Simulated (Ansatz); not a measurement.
Consider the cleavage of the Si–As bond: `[SiH3][As]1C[SiH2]1` + `[SiH3]P` → `[SiH3]P[SiH3]` + `C1[SiH2][AsH]1`.

Calculated with Ansatz (gas phase, PBE0-D4/def2-TZVP geometries, no zero-point term in ΔE). CBS: MP2 limit from def2 TZ/QZ plus the TZ coupled-cluster correction, frozen cores. This one scheme is used for every species. DFT in def2-TZVPP. For As outer-core shells are correlated without core-valence functions, which leaves a few kJ/mol of doubt a bond. Scalar relativity is left out up to krypton.

```
             level  ΔE (kJ/mol)  difference from CCSD(T)/CBS
           BLYP-D4         11.6                         -1.2
         r2SCAN-D4          9.6                         -3.2
        r2SCANh-D4         10.1                         -2.7
        r2SCAN0-D4         10.6                         -2.2
              BLYP          9.1                         -3.7
            r2SCAN          9.3                         -3.5
RPA@PBE/def2-TZVPP         12.1                         -0.7
     HF/def2-TZVPP          9.7                         -3.1
    MP2/def2-TZVPP         15.8                          3.0
SCS-MP2/def2-TZVPP         14.4                          1.6
CCSD(T)/def2-TZVPP         12.5                         -0.3
     HF/def2-QZVPP          9.2                         -3.6
    MP2/def2-QZVPP         15.8                          3.0
      HF/CBS(def2)          9.2                         -3.6
     MP2/CBS(def2)         16.1                          3.3
    CCSD/CBS(def2)         12.2                         -0.6
       CCSD(T)/CBS         12.8                            0
```

What do rigid-rotor, harmonic-oscillator terms from PBE0-D4/def2-TZVP frequencies (298.15 K, 1 bar) make of the CCSD(T)/CBS value? (Best estimate.)

Ansatz gave: ΔZPE = -0.8 kJ/mol, ΔH = +11.4 kJ/mol, ΔS = 6 J/(mol·K), ΔG = +9.7 kJ/mol.

Largest T1 diagnostic among the species: 0.013.

Leaving LDA and LC-ωPBE aside and taking each functional with its dispersion term where it has one, the values, not all of them listed here, spread over 7.3 kJ/mol, from B97M-V to BHLYP-D4.
